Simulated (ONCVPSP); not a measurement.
## F (Z = 9) ONCV: all-electron and pseudo phase curves

- Element: fluorine
- Generator: ONCVPSP 4.0.1
- Type: optimised norm-conserving Vanderbilt (ONCV)
- Functional: Wu-Cohen
- Relativity: scalar-relativistic
- Frozen core: [He]
- Valence charge: 7
- Reference configuration: 2s2 2p5
- Partial waves: 2s: rc 0.75 bohr, ncon 3, nbas 6, qcut 6.8 1/bohr, 3 projectors, debl 0.5 Ha; 2p: rc 1.85 bohr, ncon 5, nbas 9, qcut 7 1/bohr, 2 projectors, debl 1.3 Ha
- Local potential: polynomial inside 0.60 bohr (lpopt 5, dvloc0 2 Ha)
- Core correction: Teter function, fcfact 6, rcfact 1.25

In the s channel the program set the typed energies aside and used -1.093, 0.250, 0.750 Ha.

The phase is arctan(r·R′/R) of the radial function R(r), unwrapped; energies in Ha, scanned from -3 to 5 Ha. A pole is an energy at which the radial function vanishes at the test radius. The pseudo phase is shifted by a multiple of π to meet the all-electron one at the reference energy, and phase errors are pseudo minus all-electron; the curves can meet again beyond the range given. Levels narrower than the energy grid can be missing from the lists of poles.

**Question.** For each channel, where are the poles, and over which energies does the pseudopotential scatter like the atom?

**Answer.**

```
channel  radius (bohr)  reference energy (Ha)  poles, all-electron  poles, pseudo  unbroken range about the reference energy with phases within 0.05 rad  phase error 1 Ha above the reference energy (rad)
      s           0.76                  -1.09                 none           none                                                        the whole range                                             +0.000
      p           1.88                  -0.41          -0.15, 4.15    -0.15, 4.11                                                        the whole range                                             -0.000
```

Note: ghosts flagged at negative energy: s at -328.9 eV; no localised positive-energy state flagged. A true bound ghost makes a file unfit for plane-wave use.

Phases in the p channel:

| E (Ha) | all-electron | pseudo |
| --- | --- | --- |
| -2.98 | 1.286 | 1.286 |
| -2.54 | 1.252 | 1.252 |
| -2.10 | 1.202 | 1.202 |
| -1.66 | 1.121 | 1.121 |
| -1.22 | 0.949 | 0.949 |
| -0.78 | 0.268 | 0.268 |
| -0.34 | -1.333 | -1.333 |
| 0.10 | -1.754 | -1.754 |
| 0.54 | -2.030 | -2.030 |
| 0.98 | -2.510 | -2.510 |
| 1.42 | -3.480 | -3.481 |
| 1.86 | -4.133 | -4.134 |
| 2.30 | -4.391 | -4.392 |
| 2.74 | -4.519 | -4.521 |
| 3.18 | -4.599 | -4.601 |
| 3.62 | -4.656 | -4.660 |
| 4.06 | -4.704 | -4.708 |
| 4.50 | -4.747 | -4.753 |
| 4.94 | -4.792 | -4.801 |
